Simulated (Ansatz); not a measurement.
Spin states of the cluster Li₂Br₂ (the lowest singlet isomer of a short search), each relaxed with PBE0-D4/def2-TZVP in Ansatz. Electronic energies in the gas phase.

HSE06 is defined as in plane-wave codes, on full-range PBE exchange. Correlated methods freeze 18 core orbitals; core or outer-core shells of Li, Br are correlated, in sets that lack core-valence functions. In CCSD on the charge 0 triplet the largest single amplitude is 0.42, so its Hartree–Fock determinant may place the open shell otherwise than the density functionals do. In the triplet, Br3 and Br4 lie 2.89 Å apart (atoms count from 1), so these atoms are partly bonded to each other. In the quintet geometry the species has come apart into loosely held pieces. The structure comes from a short search, and lower isomers may exist.

Singlet geometry (D2h within 0.1 Å):

Cartesian coordinates in Å:
```
Li -0.7887 0.2811 -1.0428
Li 0.7887 -0.2812 1.0427
Br -1.3315 -1.2227 0.6776
Br 1.3314 1.2228 -0.6774
```

Triplet geometry (C2v within 0.1 Å):

Cartesian coordinates in Å:
```
Li -1.238 -1.113 1.182
Li 1.002 1.217 -1.298
Br 0.133 -1.112 -0.925
Br 0.103 1.008 1.040
```

Quintet geometry (D2h within 0.1 Å):

Cartesian coordinates in Å:
```
Li -0.0494 -1.6900 -0.6400
Li 0.0371 1.6937 0.6309
Br 2.2311 0.9263 -2.6175
Br -2.2189 -0.9300 2.6266
```

⟨S²⟩: triplet 2.00 at PBE0-D4/def2-TZVP (pure 2.00), quintet 6.01 at PBE0-D4/def2-TZVP (pure 6.00).

Run but left out: HF/STO-3G, HF/def2-TZVP, HF/def2-TZVPP, HF/def2-QZVPP, MP2/def2-TZVP, MP2/def2-TZVPP, MP2/def2-QZVPP (triplet: a determinant that CCSD turns far, T1 0.049); LDA (SPW92)/def2-TZVP (quintet: an occupied level 0.07 eV above an empty one).

Only these spin states were relaxed. The quintet has fallen apart into loose fragments. The triplet has other bonds than the singlet, so the gap mixes isomer and spin. The quintet has other bonds than the singlet, so the gap mixes isomer and spin.

Task: Estimate which spin state lies lowest at each of these levels, and by how much: revPBE-D4/def2-TZVP; r2SCAN-D4/def2-TZVP; HSE06-D4/def2-TZVP; BHLYP-D4/def2-TZVP; B2PLYP/def2-TZVP; PBE-QIDH/def2-TZVP; RPA@PBE/def2-TZVP; CCSD(T)/def2-TZVPP.

Result: 
```tsv
level	triplet − singlet (kJ/mol)	quintet − singlet (kJ/mol)	lowest of these	remarks
revPBE-D4/def2-TZVP	422.2	948.1	singlet	–
r2SCAN-D4/def2-TZVP	453.3	1022.9	singlet	–
HSE06-D4/def2-TZVP	454.0	997.6	singlet	–
BHLYP-D4/def2-TZVP	489.7	993.1	singlet	–
B2PLYP/def2-TZVP	480.1	1030.2	singlet	–
PBE-QIDH/def2-TZVP	497.2	1032.0	singlet	–
RPA@PBE/def2-TZVP	429.5	924.9	singlet	–
CCSD(T)/def2-TZVPP	500.2	1019.5	singlet	large T1 (0.049) (triplet)
```
